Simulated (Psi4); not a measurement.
Pair of molecules, SMILES [GeH4] with SMILES CN (the first has 5 atoms); geometry from B3LYP-D3(BJ)/def2-TZVP, rigid monomers moved along the line of their centres of mass till Ge1···N7 is 2.87 Å.
(charge 0, multiplicity 1):
```xyz
12

Ge     0.10565     0.26755     0.49319
H      0.53968     1.70023     0.82416
H     -1.31362    -0.01193     1.00408
H      1.09898    -0.75566     1.05850
H      0.09337     0.11522    -1.04620
C     -0.28998    -0.87923     3.75894
N      0.10048     0.47023     3.35410
H      0.43377    -1.59388     3.36438
H     -1.25674    -1.11976     3.31419
H     -0.36556    -1.03382     4.84284
H      1.00556     0.71717     3.73547
H     -0.56330     1.15739     3.68998
```

Level of theory: SAPT0/aug-cc-pVDZ (Psi4).

Give the four SAPT terms and the total, and say what mostly holds the pair together.

electrostatics -11.90, exchange 17.99, induction -3.18, dispersion -5.61, total -2.69 kcal/mol; the largest attraction is electrostatics.
